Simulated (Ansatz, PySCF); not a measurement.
FSn (SMILES [F][Sn]), doublet, geometry from GFN2-xTB (such geometries of metal compounds can be far from the true shape) (the spin is typed, not shown lowest) (all electrons, no relativity) (in this run its highest filled SCF level lies above zero, so its values depend strongly on the basis, on diffuse functions most of all). Base run: PySCF with B97M-V/STO-3G.

Geometry (Å):
```xyz
2

Sn     0.0000     0.0000    -0.3137
F      0.0000     0.0000     1.7427
```
Charge 0, spin multiplicity 2.
Orbitals are unrestricted.
All else is at PySCF's defaults.

The same geometry, method and basis name were run in Ansatz (a program for electronic structure) and PySCF, at each program's defaults and at the settings that a row names. The base is PySCF at its defaults. Differences at the defaults can come from grids, fitting, cores and function types together.

```json
[
 {"code and settings": "PySCF, defaults (exact integrals, its default grid, spherical functions)", "ΔE vs base (mEh)": "0.000", "basis functions": "32", "E (Eh)": "-6063.31326", "SCF cycles": "12", "dipole (D)": "0.26"},
 {"code and settings": "Ansatz, defaults (factorised integrals, its default grid, spherical functions)", "ΔE vs base (mEh)": "-0.091", "basis functions": "32", "E (Eh)": "-6063.31335", "SCF cycles": "-", "dipole (D)": "-"},
 {"code and settings": "PySCF, fine grid", "ΔE vs base (mEh)": "-0.137", "basis functions": "32", "E (Eh)": "-6063.31340", "SCF cycles": "10", "dipole (D)": "0.26"},
 {"code and settings": "Ansatz, high accuracy", "ΔE vs base (mEh)": "-0.092", "basis functions": "32", "E (Eh)": "-6063.31335", "SCF cycles": "-", "dipole (D)": "-"}
]
```

Open shells are given as the SCF converged; they aren't shown to be the lowest states, and a large step between rows can be another state.
